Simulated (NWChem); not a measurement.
# CH₇Si₂ cation

```xyz
10

Si     0.1591    -1.5942    -0.0001
C     -0.8630    -0.1290    -0.0009
Si     0.2061     1.5322     0.0039
H      0.6456    -2.1920     1.2639
H      0.6524    -2.1889    -1.2629
H     -1.4807    -0.0589    -0.9129
H     -1.4849    -0.0614     0.9085
H     -0.8192     2.6044     0.0094
H      1.0406     1.5187    -1.2261
H      1.0442     1.5100     1.2313
```
Atoms are numbered in this order, from 1.

Computed with NWChem. Pople sets run with spherical d functions. Structure relaxed at the PBE0/def2-SVP level. Atomic charges in e: unrestrained fits to the electrostatic potential beside Mulliken populations; buried atoms are poorly determined by the fit.

For level Hartree-Fock/6-31G*:

```yaml
ESP Si1: 1.07
Mulliken Si1: 0.96
Mulliken C2: -0.98
ESP Si3: 0.66
Mulliken Si3: 0.71
```

Task: What are these values for level B3LYP/def2-SVP?

Result: 
| Item | Result |
|---|---|
| ESP Si1 | 0.92 |
| Mulliken Si1 | 0.69 |
| Mulliken C2 | -0.47 |
| ESP Si3 | 0.54 |
| Mulliken Si3 | 0.40 |
